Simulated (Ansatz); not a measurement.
Computed with Ansatz on PBE0-D4/def2-TZVP structures; ΔE is electronic, products minus reactants. CCSD(T)/CBS is the MP2 limit (def2-TZVPP, def2-QZVPP) plus CCSD(T) − MP2 in def2-TZVPP, frozen cores. Functionals use def2-TZVPP. One conformer a species, not always the lowest.

`C=C([SiH3])[SiH2]O` + `OC(O)(S)S` → `OC([SiH3])(S)S` + `C=C(O)[SiH2]O`  (formal exchange of groups at the Si–C bond)

CCSD(T)/CBS gives +8.7 kcal/mol.

(1) Another level gave +8.4 kcal/mol. Which?
A. r2SCAN/def2-TZVPP
B. CCSD(T)/def2-TZVPP
C. PBE-D4/def2-TZVPP
D. HF/def2-TZVPP

Largest T1 diagnostic among the species: 0.013.

## Answers

(1) A. r2SCAN 8.4, CCSD(T)/def2-TZVPP 9.4, PBE-D4 6.5, HF/def2-TZVPP 11.8 kcal/mol.

From PBE to PBE0 (25 % exact exchange), in def2-TZVPP and without D4, ΔE moves by +1.5 kcal/mol. In def2-TZVPP, CCSD(T) changes the Hartree–Fock value by −2.4 kcal/mol (the triples alone add −0.3 kcal/mol) and MP2 by −2.9 kcal/mol.
